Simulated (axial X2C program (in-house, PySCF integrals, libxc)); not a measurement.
**Nuclear properties of BaP**

Calculated with an axial X2C code built on PySCF integrals: two-component X2C with atomic mean-field Coulomb and Gaunt terms, Gaussian nuclei, basis Ba dyall-cv3z, P dyall-v3z with contracted cores.

R = 2.520 Å (near the PBE0 minimum at charge 0 of the determinant lowest at the starting distance; the state shown can have its own minimum elsewhere).

Input and command:
```json
{"zs": [56, 15], "q": 0, "bas": ["dyall-cv3z", "dyall-v3z"], "r0": 2.63, "levels": ["PBE0", "HF", "PBE50", "TPSSh", "PBE"], "nst": 3}
```
```bash
python soeom.py task.json out
```

Keys: zs atomic numbers; q charge; bas basis sets; r0 starting distance in Å; levels methods; nst determinants followed.

Determinant lowest in the PBE0 search, Ω = 1/2 (⟨Sz⟩ = 0.50, ⟨Lz⟩ = 0.00 at PBE0), spin on the atoms Ba 0.08, P 0.42:

| level | Eeff magnitude (GV/cm) | Ws magnitude Ba (kHz) | A∥/gI Ba (MHz) | qzz Ba (a.u.) | A∥/gI P (MHz) | qzz P (a.u.) | μ (D) |
| --- | --- | --- | --- | --- | --- | --- | --- |
| PBE0 | 4.65 | 6.43 | 1520 | -0.18 | 200 | 1.51 | -9.92 |
| HF | 5.29 | 7.4 | 1320 | 0.01 | 242 | 1.30 | -11.99 |
| PBE50 | 4.98 | 6.92 | 1440 | -0.06 | 205 | 1.44 | -10.70 |
| TPSSh | 4.57 | 6.29 | 1500 | -0.24 | 244 | 1.51 | -9.73 |
| PBE | 4.27 | 5.85 | 1620 | -0.33 | 202 | 1.59 | -9.00 |

Determinant 0.24 eV from it at PBE0 and this distance, Ω = 3/2 (⟨Sz⟩ = 0.50, ⟨Lz⟩ = 1.00 at PBE0), spin on the atoms Ba 0.05, P 0.45:

```csv
level,Eeff magnitude (GV/cm),Ws magnitude Ba (kHz),A∥/gI Ba (MHz),qzz Ba (a.u.),A∥/gI P (MHz),qzz P (a.u.),μ (D)
PBE0,0.569,0.327,-24.2,-0.60,98.1,-1.27,-8.57
PBE50,0.558,0.316,3.04,-0.24,94.1,-1.37,-9.66
TPSSh,0.463,0.268,0.0717,-0.71,105,-1.25,-8.27
PBE,0.49,0.291,-31.7,-1.04,102,-1.19,-7.44
```

Eeff is the effective electric field on the electron electric dipole moment in this Ω state and Ws the scalar–pseudoscalar constant of the nucleus named (defined with the proton number Z and per Ω); A∥ (defined per Ω) follows by multiplying with gI = μI/(I μN); qzz is the electric field gradient, eQq0 = 234.96 MHz × Q/barn × qzz; μ is positive if the P end (last atom) is positive. The operators were transformed with the bare-nucleus X2C matrices; with these basis sets, hyperfine constants and field gradients can be off by tens of per cent, and where levels differ in sign neither size nor sign is settled.

Question: With gI(137Ba) = 0.6249, gI(31P) = 2.2632 (g factors from the IAEA table of nuclear moments by Stone), turn the PBE0 values of the first state into constants in MHz.

Answer: A∥(137Ba) = 1520 × 0.6249 = 950 MHz; A∥(31P) = 200 × 2.2632 = 453 MHz.

Each state is one determinant with collinear spin. Unrestricted Hartree–Fock can overshoot spin polarisation at the nuclei. Left out as unconverged or as another state under the same occupation: HF in at least one table. States lie within half an eV, so the first need not be the ground state. Further determinants of the search, some of them spin-mixed, are not shown. Where a field gradient or hyperfine factor spreads by more than a factor of two over the levels, a constant derived from it is not to be relied on. PBE0 term energies can be off by some tenths of an eV.
